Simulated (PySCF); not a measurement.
Vertical excitations of a molecule C5H5F from TDA-LC-ωPBE/def2-SVPD (PySCF 2.14.0), as energy in eV (oscillator strength): 4.96 (0.001), 6.41 (1.170), 6.48 (0.003), 7.76 (0.006), 7.85 (0.065), 7.92 (0.337), 8.02 (0.057), 8.25 (0.174), 8.28 (0.006), 8.40 (0.062). Lowest triplet (TDA): 3.09 eV. Geometry: B3LYP-D3(BJ)/def2-SVP. The values are those of a single conformer.

Problem. Identify the compound among the candidates.
A) C#C[C@H](F)C=C
B) C#C/C(F)=C/C
C) C=CC=C=CF
D) CC#C/C=C\F

Solution. C, C=CC=C=CF
